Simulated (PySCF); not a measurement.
Cartesian coordinates in Å; atom numbers follow the order of the lines, from 1:
```xyz
17

C     2.9743   -0.1686   -0.0577
C     1.4955   -0.0849   -0.0319
N     0.6859   -1.1349   -0.3113
C    -0.5291   -0.6511   -0.1748
C    -1.8020   -1.3804   -0.3684
N    -0.4589    0.6510    0.1768
C    -1.5177    1.5801    0.4327
N     0.8330    1.0112    0.2673
H     3.3953    0.8197    0.1012
H     3.3051   -0.5646   -1.0153
H     3.3194   -0.8433    0.7238
H    -2.3963   -0.9097   -1.1515
H    -1.5804   -2.4041   -0.6526
H    -2.3850   -1.3804    0.5523
H    -1.0630    2.5358    0.6839
H    -2.1483    1.6974   -0.4514
H    -2.1348    1.2390    1.2671
```

Theoretical values (PySCF 2.14.0 with density-fitted response routines): GFN2-xTB structure, PBE0/pcSseg-1 with gauge-including orbitals. A single conformation, no solvent model, non-relativistic, one averaged value for each set of equivalent atoms.

δ = σ(ref) − σ, references computed at the same level: $^{13}$C and $^{1}$H vs TMS; $^{15}$N against NH3.

```tsv
atoms	nucleus	count	Hirshfeld charge	δ (ppm)
H12/H13/H14	$^{1}$H	3	0.05	2.43
H9/H10/H11	$^{1}$H	3	0.05	2.39
H15/H16/H17	$^{1}$H	3	0.06	?
C4	$^{13}$C	1	0.10	156.1
N8	$^{15}$N	1	-0.17	335.5
C5	$^{13}$C	1	-0.11	14.1
C1	$^{13}$C	1	-0.12	?
N3	$^{15}$N	1	-0.23	295.8
N6	$^{15}$N	1	0.03	?
C7	$^{13}$C	1	-0.05	35.6
C2	$^{13}$C	1	0.08	162.2
```

**Question.** Estimate the values marked ?.

**Answer.** 
- C1: 16.1 ppm, methyl carbon on an aromatic ring; aliphatic region, no heteroatom directly attached
- H15/H16/H17: 3.81 ppm, hydrogen on a methyl carbon bonded to N; its carbon carries N, which withdraws density
- N6: 224.0 ppm, pyrrole-type ring nitrogen

Shifts are as computed. Against solution values, carbons near 30 ppm lie about +3 ppm off and those near 130 ppm about +5 ppm. Of 1211 compounds with measured shifts, 218 miss one by over three times the rms of a fit or turn the order of signals round; such compounds aren't used in these exercises. Experimental scales use liquid or dissolved standards, which lie at an offset from isolated NH3 (liquid NH3: subtract about 20 ppm). Unscaled 15N shifts of sp2 nitrogen come out 20 to 40 ppm too high even then.
